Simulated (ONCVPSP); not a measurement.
Configuration tests for Be (Z = 4) (ONCV)

* Element: Be
* Generator: ONCVPSP 4.0.1
* Type: optimised norm-conserving Vanderbilt (ONCV)
* Functional: PBE
* Relativity: scalar-relativistic
* Frozen core: none
* Valence charge: 4
* Reference configuration: 1s2 2s2
* Partial waves: 1s+2s: rc 0.65 bohr, ncon 4, nbas 7, qcut 16.2 1/bohr, 2 projectors; p scattering state at 0.28 Ha: rc 0.60 bohr, ncon 4, nbas 8, qcut 14.3 1/bohr, 2 projectors, debl 2.6 Ha
* Local potential: polynomial inside 0.60 bohr (lpopt 4, dvloc0 -1 Ha)
* Core correction: none

Energies are relative to the spin-unpolarised reference configuration 1s2 2s2; without spin polarisation the order of configurations can differ from experiment.

```
valence configuration  charge  ΔE all-electron (eV)  error AE − PS (meV)
              1s2 2s1      +1                 9.551                 +0.4
              1s2 2s0      +2                27.498                 +2.7
            1s2 2s1.5    +0.5                 3.761                 +0.1
```

(1) What are ΔE and the potential's error for 1s1 2s2?

Levels in the configuration 1s1 2s2:

```tsv
level	all-electron (eV)	pseudo (eV)
1s	-151.316	-150.006
2s	-18.041	-17.992
```

## Answers

(1) ΔE = 128.281 eV all-electron; the error (AE − PS) is +580 meV.
